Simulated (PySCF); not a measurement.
# Nuclear quadrupole coupling in `CC(C)(C)Cn1cpcn1`

C7H13N2P.
Numbering: `[CH3:1][C:2]([CH3:3])([CH3:4])[CH2:5][n:6]1[cH:7][p:8][cH:9][n:10]1` (hydrogens: H11, H12, H13 on C1; H14, H15, H16 on C3; H17, H18, H19 on C4; H20, H21 on C5; H22 on C7; H23 on C9)

Structure used (GFN2-xTB), in Å, numbered top down from 1:
```
atom  x, y, z in Å
C1    -0.7737    1.4988    0.3514
C2    -0.9455   -0.0200    0.3029
C3    -1.3243   -0.4561   -1.1123
C4    -2.0419   -0.4421    1.2837
C5     0.3644   -0.7219    0.7321
N6     1.5071   -0.3315   -0.0499
C7     2.3547    0.6635    0.2623
P8     3.5769    0.8861   -0.9301
C9     2.7993   -0.4453   -1.7743
N10    1.7510   -0.9557   -1.1846
H11   -0.4738    1.8240    1.3459
H12   -0.0238    1.8299   -0.3638
H13   -1.7125    1.9881    0.1036
H14   -2.2141    0.0735   -1.4441
H15   -0.5176   -0.2468   -1.8099
H16   -1.5262   -1.5243   -1.1422
H17   -2.1647   -1.5226    1.2820
H18   -2.9898    0.0095    1.0022
H19   -1.8000   -0.1245    2.2956
H20    0.5728   -0.4984    1.7814
H21    0.2438   -1.8013    0.6127
H22    2.2175    1.2088    1.1783
H23    3.1158   -0.8647   -2.7128
```

Field gradients from the PBE0/pcSseg-1 density (PySCF, non-relativistic), principal values in atomic units, ordered |Vxx| ≤ |Vyy| ≤ |Vzz|:

| atom | Vxx | Vyy | Vzz |
| --- | --- | --- | --- |
| N6 | 0.1477 | 0.4392 | -0.5869 |
| N10 | 0.2979 | 0.7727 | -1.0706 |

**Question.** Find the asymmetry η = (Vxx − Vyy)/Vzz and the couplings χ = eQV/h (234.96 MHz × Q in barn × V in au), with Q(14N) = 0.02044 b.

**Answer.** 
```
atom             environment  nucleus     η  χzz (MHz)  χxx (MHz)  χyy (MHz)
  N6   pyrrole-type nitrogen      14N  0.50     -2.819      0.709      2.109
 N10  pyridine-type nitrogen      14N  0.44      -5.14       1.43       3.71
```

The tensor is traceless: Vxx + Vyy + Vzz = 0.

**Question.** What is Vzz at N10 in SI units (1 au = 9.71736 × 10²¹ V/m²)?

**Answer.** -1.0706 au = -10.403 × 10²¹ V/m².

**Question.** And the gradient at the other heavy atoms, for which no coupling is worked out here?

**Answer.** 
| atom | environment | Vzz (au) | η |
| --- | --- | --- | --- |
| C1 | methyl carbon | 0.053 | 0.61 |
| C2 | quaternary sp3 carbon | 0.063 | 0.41 |
| C3 | methyl carbon | 0.074 | 0.57 |
| C4 | methyl carbon | 0.050 | 0.11 |
| C5 | sp3 carbon bound to nitrogen | 0.329 | 0.21 |
| C7 | aromatic CH next to a ring nitrogen | -0.258 | 0.30 |
| P8 | phosphorus bonded to 2 C | -1.108 | 0.36 |
| C9 | aromatic CH next to a ring nitrogen | 0.223 | 0.73 |

**Question.** What couplings would deuterons (Q(2H) = 0.00286 b) have in place of the hydrogens, at this geometry?

**Answer.** 
```
atom  bonded to  bond length (Å)  Vzz (au)     η  χzz (kHz)
 H11         C1            1.088    0.3150  0.02        212
 H12         C1            1.088    0.3106  0.02        209
 H13         C1            1.087    0.3164  0.02        213
 H14         C3            1.087    0.3166  0.02        213
 H15         C3            1.087    0.3101  0.04        208
 H16         C3            1.088    0.3155  0.03        212
 H17         C4            1.087    0.3152  0.02        212
 H18         C4            1.087    0.3161  0.02        212
 H19         C4            1.088    0.3149  0.02        212
 H20         C5            1.093    0.2948  0.08        198
 H21         C5            1.093    0.2930  0.06        197
 H22         C7            1.075    0.3388  0.09        228
 H23         C9            1.075    0.3379  0.06        227
```

Geometry: GFN2-xTB, one conformer, isolated molecule. GFN2-xTB bond lengths can be off by several hundredths of an ångström, more for odd bonds, and the gradients follow them. These gradients aren't converged with respect to the basis.

The run behind these numbers computed NMR shieldings as well. The run took 59 s of wall time (with the writing of density and orbital grids) on one thread of an Arm Neoverse V2 (shared host), and the process peaked at 1.1 GiB of memory.
